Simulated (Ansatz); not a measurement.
Computed with Ansatz on PBE0-D4/def2-TZVP structures; ΔE is electronic, products minus reactants. CCSD(T)/CBS is the MP2 limit (def2-TZVPP, def2-QZVPP) plus CCSD(T) − MP2 in def2-TZVPP, frozen cores. DFT in def2-TZVPP. One conformer a species, not always the lowest.

`O[SiH](F)N[Si](O)(F)F` + `C=C[SiH2]O` → `C=C[Si@@H](O)[Si@@H](O)F` + `N[Si](O)(F)F`  (formal exchange of groups at the Si–N bond)

Task: Is it downhill or uphill in electronic energy at CCSD(T)/CBS, and by how much? (Estimate.)

Result: The calculation gave: Uphill: ΔE = +24.4 kcal/mol.

Task: What do these levels give: PBE0-D4, ωB97X-V, ωB97M-V, B2PLYP, HF/def2-QZVPP, HF/CBS(def2)? (An estimate is asked.)

Result: Computed: PBE0-D4 21.1, ωB97X-V 23.4, ωB97M-V 25.3, B2PLYP 24.3, HF/def2-QZVPP 28.1, HF/CBS(def2) 28.1 kcal/mol.

Largest T1 diagnostic among the species: 0.012.

In def2-TZVPP, CCSD(T) changes the Hartree–Fock value by −2.8 kcal/mol (the triples alone add −0.4 kcal/mol) and MP2 by −1.6 kcal/mol. From PBE to PBE0 (25 % exact exchange), in def2-TZVPP and without D4, ΔE moves by +2.3 kcal/mol.
